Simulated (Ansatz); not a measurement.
Born–Oppenheimer molecular dynamics of C$_{2}$H$_{7}$NSSi (12 atoms, charge 0, multiplicity 1). It starts at the highest image of a converged band. Of that band: Neighbouring images differ by up to 1.5 eV, so the band resolves the path poorly. A vibrational analysis at the climbing image gives one clearly imaginary mode, 1530i cm⁻¹: a first-order saddle point.

The calculation used RKS PBE0/def2-SVP in Ansatz 0.2.0.

```yaml
ensemble: NVE (velocity Verlet)
time_step: 0.5 fs
steps_asked: 175
starting_velocities_drawn_for: 100 K
seed: 10679
```

First frame:

```xyz
12
Properties=species:S:1:pos:R:3
C -1.844 0.099 0.989
Si -0.051 0.675 0.854
N 1.098 -0.586 0.001
C 1.267 -0.012 -1.314
S 0.298 1.559 -1.147
H -2.500 0.971 1.148
H -1.978 -0.581 1.845
H -2.153 -0.403 0.058
H 1.468 0.223 1.115
H 1.306 -1.568 0.167
H 2.318 0.211 -1.566
H 0.848 -0.644 -2.118
```

Question: How far do the bonds stretch over the last three quarters of this one trajectory? (Pairs bonded in most of those frames.)

Answer: 
| bond | mean (Å) | spread (Å) | shortest | longest |
| --- | --- | --- | --- | --- |
| C1–Si2 | 1.874 | 0.043 | 1.81 | 1.94 |
| C1–H6 | 1.111 | 0.011 | 1.09 | 1.14 |
| C1–H7 | 1.109 | 0.012 | 1.09 | 1.14 |
| C1–H8 | 1.107 | 0.009 | 1.08 | 1.12 |
| Si2–N3 | 1.750 | 0.046 | 1.69 | 1.87 |
| Si2–S5 | 2.180 | 0.076 | 2.08 | 2.32 |
| N3–C4 | 1.457 | 0.033 | 1.41 | 1.52 |
| N3–H10 | 1.017 | 0.014 | 0.99 | 1.05 |
| C4–S5 | 1.880 | 0.040 | 1.76 | 1.95 |
| C4–H11 | 1.105 | 0.012 | 1.09 | 1.13 |
| C4–H12 | 1.105 | 0.008 | 1.09 | 1.12 |

Mean temperature of the second half: 1188 K. The conserved energy stayed within 0.57 meV per atom of its start (net change -0.48 meV per atom), so the integration is sound. The system heated up, since it started high on the potential surface and ran downhill. A run of 0.087 ps of so small a system gives no equilibrium averages. The orbitals stay closed-shell, which can raise the energy where a bond breaks towards radicals; this wasn't checked here.

Time of the run: 7.7 min on 2 threads of Arm Neoverse V2, with other jobs on the host, peak memory 0.26 GiB.
